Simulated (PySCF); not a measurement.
AsF3, SMILES F[As](F)F.

Geometry: B3LYP-D3(BJ)/def2-SVP.

The numbers are results of B3LYP/def2-TZVPD (PySCF), not measurements.

Gas-phase values at a fixed geometry.

Computed frontier levels, gap, dipole moment and polarisability:
| Quantity | Result |
|---|---|
| highest occupied level | -9.88 eV |
| lowest empty level | -1.60 eV |
| orbital gap | 8.29 eV |
| dipole moment | 2.61 D |
| quadrupole, principal values (traceless, Buckingham form, about the centre of nuclear charge) | -1.31, -1.31, 2.63 D·Å |
| mean static polarisability | 30.6 bohr³ (4.54 Å³) |
| polarisability, principal values | 28.2, 31.8, 31.8 bohr³ |
